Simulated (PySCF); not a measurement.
**Radial density of Ca(2+) (calcium, charge +2)**

LDA, [Ar], closed-shell 1S. Calculation: PySCF 2.14, in pcseg-2; the non-relativistic Hamiltonian (point nucleus).

| r (bohr) | 4πr²ρ (e/bohr) |
| --- | --- |
| 0.00151 | 0.1435 |
| 0.00254 | 0.3897 |
| 0.00427 | 1.028 |
| 0.00718 | 2.590 |
| 0.0121 | 6.024 |
| 0.0203 | 12.27 |
| 0.0342 | 20.09 |
| 0.0575 | 23.33 |
| 0.0967 | 18.48 |
| 0.163 | 19.14 |
| 0.274 | 24.29 |
| 0.460 | 11.40 |
| 0.774 | 6.595 |
| 1.30 | 6.238 |
| 2.19 | 0.9850 |
| 3.68 | 0.01571 |
